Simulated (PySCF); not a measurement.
C4H8O3.
Numbering: `[CH3:1][CH2:2][O:3][CH2:4][O:5][CH:6]=[O:7]` (hydrogens: H8, H9, H10 on C1; H11, H12 on C2; H13, H14 on C4; H15 on C6)

Vertical excitations from PySCF (density fitting, frozen core in the response, grid level 2 and gas phase unless stated; continuum runs use non-equilibrium linear response for the excitations) on a GFN2-xTB geometry. Reference run:

| settings | S1, eV (f) | S2, eV (f) | S3, eV (f) | S4, eV (f) | S5, eV (f) | S6, eV (f) | T1, eV (Tamm–Dancoff) | mean α (au) |
| --- | --- | --- | --- | --- | --- | --- | --- | --- |
| PBE0/def2-SVPD, full TDDFT, 6 singlets | 5.89 (0.001) | 6.84 (0.006) | 7.73 (0.006) | 7.88 (0.031) | 8.21 (0.017) | 8.34 (0.034) | 5.32 | 60.4 |

Task: What do these settings give: (1) LDA/6-31++G**, energy threshold 1e-07 Eh, full TDDFT, 3 singlets; (2) wB97X/def2-SVPD, fitting basis def2-qzvpp-jkfit, full TDDFT, 12 singlets?

Result: 
```json
{"settings": "LDA/6-31++G**, energy threshold 1e-07 Eh, full TDDFT, 3 singlets", "S1, eV (f)": "5.07 (0.004)", "S2, eV (f)": "5.80 (0.000)", "S3, eV (f)": "6.19 (0.008)", "S4, eV (f)": "–", "S5, eV (f)": "–", "S6, eV (f)": "–", "T1, eV (Tamm–Dancoff)": "4.88", "mean α (au)": "61.7"}
{"settings": "wB97X/def2-SVPD, fitting basis def2-qzvpp-jkfit, full TDDFT, 12 singlets", "S1, eV (f)": "5.98 (0.001)", "S2, eV (f)": "7.97 (0.015)", "S3, eV (f)": "8.50 (0.082)", "S4, eV (f)": "8.61 (0.018)", "S5, eV (f)": "8.98 (0.051)", "S6, eV (f)": "9.21 (0.019)", "T1, eV (Tamm–Dancoff)": "–", "mean α (au)": "59.9"}
```

(1) S1 moves by -0.82 eV; functional and basis change together, so the shift can't be laid on one. (2) S1 moves by +0.09 eV (wB97X has range-separated exact exchange, PBE0 25 % exact exchange). States are counted by energy in each run and needn't keep their character from row to row.

All basis functions are spherical, in the Pople sets too.

Task: Give the leading configurations of S1 (H = HOMO, L = LUMO) and the HOMO–LUMO gap of each run.

Result: 
```json
{"settings": "PBE0/def2-SVPD, full TDDFT, 6 singlets", "S1 configurations (weight)": "H−1→L 0.51, H→L 0.47", "S1 (eV)": "5.89", "orbital gap (eV)": "7.85", "S1 − gap (eV)": "-1.96"}
{"settings": "LDA/6-31++G**, energy threshold 1e-07 Eh, full TDDFT, 3 singlets", "S1 configurations (weight)": "H→L 0.98", "S1 (eV)": "5.07", "orbital gap (eV)": "4.98", "S1 − gap (eV)": "+0.09"}
{"settings": "wB97X/def2-SVPD, fitting basis def2-qzvpp-jkfit, full TDDFT, 12 singlets", "S1 configurations (weight)": "H−1→L 0.63, H→L 0.30", "S1 (eV)": "5.98", "orbital gap (eV)": "12.67", "S1 − gap (eV)": "-6.69"}
```

Conformer computed: `[CH3:1][CH2:2][O:3][CH2:4][O:5][CH:6]=[O:7]`: C1–C2–O3–C4 64°, C2–O3–C4–O5 69°, O3–C4–O5–C6 -104°, C4–O5–C6–O7 -3°.

One conformer stands for the species.
